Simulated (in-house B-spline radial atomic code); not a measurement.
Spin-orbit splittings of orbital energies (j = l + 1/2 less j = l - 1/2) and ratios of mean radii (lower j over upper j) along the 74-electron series, configuration [Xe] 4f14 5d6. Computed with a B-spline radial code for spherical atoms: Dirac-Hartree-Fock, average of the configuration, finite nuclei.

| ion | Z | splitting of 4p (eV) | radius ratio of 4p | splitting of 4d (eV) | radius ratio of 4d | splitting of 5p (eV) | radius ratio of 5p |
| --- | --- | --- | --- | --- | --- | --- | --- |
| Os2+ | 76 | 80.648 | 0.93229 | 15.183 | 0.97752 | 12.799 | 0.92288 |
| Ir3+ | 77 | 86.654 | 0.93061 | 16.329 | 0.97715 | 14.339 | 0.92377 |
| Pt4+ | 78 | 93.047 | 0.92891 | 17.548 | 0.97677 | 16.047 | 0.92443 |
| Au5+ | 79 | ? | ? | ? | ? | ? | ? |
| Hg6+ | 80 | ? | ? | ? | ? | ? | ? |
| Tl7+ | 81 | 114.77 | 0.92368 | 21.67 | 0.9756 | 22.194 | 0.92493 |
| Pb8+ | 82 | 122.93 | 0.92188 | 23.209 | 0.9752 | 24.6 | 0.92469 |
| Bi9+ | 83 | 131.59 | 0.92005 | 24.835 | 0.97479 | 27.197 | 0.92428 |

Fill in the row of Au5+.

splitting of 4p (eV): 99.85; radius ratio of 4p: 0.9272; splitting of 4d (eV): 18.843; radius ratio of 4d: 0.97638; splitting of 5p (eV): 17.923; radius ratio of 5p: 0.92483.

Fill in the row of Hg6+.

splitting of 4p (eV): 107.08; radius ratio of 4p: 0.92545; splitting of 4d (eV): 20.216; radius ratio of 4d: 0.97599; splitting of 5p (eV): 19.97; radius ratio of 5p: 0.92499.

With what power of Z does the column «splitting of 4p (eV)» change over this range?

A fit of the logarithm of its size against log Z from Z = 76 to 83 has slope 5.56. An unscreened hydrogenic electron would give 4 at low Z; screening makes the apparent power larger near the neutral end, and relativity raises it again at high Z.
